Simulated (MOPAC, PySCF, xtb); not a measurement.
Pair of molecules: HCl (SMILES Cl) (first 2 atoms) with Si2H6 (SMILES [SiH3][SiH3]); geometry from B3LYP-D3(BJ)/def2-TZVP, rigid monomers moved along the line of their centres of mass till H2···H9 is 2.21 Å.
(charge 0, multiplicity 1):
```json
[
 {"atom": "Cl", "x (Å)": "-0.0802", "y (Å)": "0.5708", "z (Å)": "0.2085"},
 {"atom": "H", "x (Å)": "-0.2967", "y (Å)": "1.2633", "z (Å)": "1.2703"},
 {"atom": "Si", "x (Å)": "0.4442", "y (Å)": "-1.2560", "z (Å)": "3.9489"},
 {"atom": "Si", "x (Å)": "-0.2070", "y (Å)": "0.8999", "z (Å)": "4.6052"},
 {"atom": "H", "x (Å)": "1.6940", "y (Å)": "-1.1958", "z (Å)": "3.1575"},
 {"atom": "H", "x (Å)": "-0.6236", "y (Å)": "-1.8918", "z (Å)": "3.1442"},
 {"atom": "H", "x (Å)": "0.6814", "y (Å)": "-2.0692", "z (Å)": "5.1667"},
 {"atom": "H", "x (Å)": "-1.4574", "y (Å)": "0.8578", "z (Å)": "5.4002"},
 {"atom": "H", "x (Å)": "-0.4635", "y (Å)": "1.7650", "z (Å)": "3.4204"},
 {"atom": "H", "x (Å)": "0.8542", "y (Å)": "1.5535", "z (Å)": "5.4078"}
]
```

Counterpoise-corrected where a basis set is named; no monomer relaxation. Rows marked so take none.

Rows in 3-21G carry no dispersion term and start afresh at each structure. The state that AM1, PM3 reach isn't checked.

Run with MOPAC for AM1, PM3 (differences of heats of formation); PySCF for 3-21G rows; xtb for the GFN methods. Each number belongs to the level named beside it.

Task: One of these levels gives -37.1 meV for the interaction energy. Which one is it?
A. PM3
B. AM1
C. GFN-FF
D. HF/3-21G (no counterpoise)

Result: C, GFN-FF. The others give -7.5 (AM1), -71.0 (PM3), -21.4 (HF/3-21G (no counterpoise))
